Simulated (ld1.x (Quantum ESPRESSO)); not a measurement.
## Which change was made? (O, PAW)

oxygen (O), PAW, made with ld1.x (Quantum ESPRESSO) 7.5 (PBEsol, scalar-relativistic). Core [He], reference 2s2 2p4. Waves: 2s (bound): rcut 0.60, rcutus 0.75 bohr; 2s channel at 0.5 Ry: rcut 0.60, rcutus 0.75 bohr; 2p (bound): rcut 0.85, rcutus 1.20 bohr; 2p channel at -0.3 Ry: rcut 0.85, rcutus 1.20 bohr. Local part: all-electron potential smoothed inside 0.55 bohr (lloc = -2). Core correction: Bessel-smoothed model core inside 0.50 bohr. Augmentation charge: BESSEL, radius 0.50 bohr.

Cutoffs, loose and tight: the cutoffs (Ry, on a coarse ladder) from which the occupation-weighted sum of valence levels, in a spherical-Bessel basis at the reference potential, stays within 10 and 1 mRy of its value at 400 Ry. They do not see the model core or the augmentation charge, which bear on the density cutoff. Test errors are all-electron minus pseudo excitation energies from the reference, over the configurations 2s2 2p3; 2s2 2p2; 2s2 2p1; 2s1 2p5; 2s2 2p3.5; 2s1 2p4; 2s0 2p6; variants that change the core or the reference have their own tests.

The base gives: outcome: generated; cutoff, loose: 55 Ry; cutoff, tight: 100 Ry; bound ghosts: none; largest test error (meV): -17.

Question: After one change the result is: outcome: generated; cutoff, loose: 80 Ry; cutoff, tight: 140 Ry; bound ghosts: none; largest test error (meV): -14. Which change was it?
A. all radii but the core radius scaled by about 0.85 (s 0.64, p 1.02 bohr, rcut 0.50/0.72); local potential all-electron potential smoothed inside 0.46 bohr (lloc = -2); augmentation BESSEL, radius 0.42 bohr
B. all radii but the core radius scaled by about 1.35 (s 1.02, p 1.62 bohr, rcut 0.82/1.16); local potential all-electron potential smoothed inside 0.74 bohr (lloc = -2); augmentation BESSEL, radius 0.68 bohr
C. all radii but the core radius scaled by about 1.17 (s 0.88, p 1.40 bohr, rcut 0.70/0.98); local potential all-electron potential smoothed inside 0.64 bohr (lloc = -2); augmentation BESSEL, radius 0.58 bohr

Answer: A. The others give: all radii but the core radius scaled by about 1.35 (s 1.02, p 1.62 bohr, rcut 0.82/1.16); local potential all-electron potential smoothed inside 0.74 bohr (lloc = -2); augmentation BESSEL, radius 0.68 bohr → outcome: generated; cutoff, loose: 30 Ry; cutoff, tight: 50 Ry; bound ghosts: none; largest test error (meV): -16 | all radii but the core radius scaled by about 1.17 (s 0.88, p 1.40 bohr, rcut 0.70/0.98); local potential all-electron potential smoothed inside 0.64 bohr (lloc = -2); augmentation BESSEL, radius 0.58 bohr → outcome: generated; cutoff, loose: 35 Ry; cutoff, tight: 70 Ry; bound ghosts: none; largest test error (meV): -20.
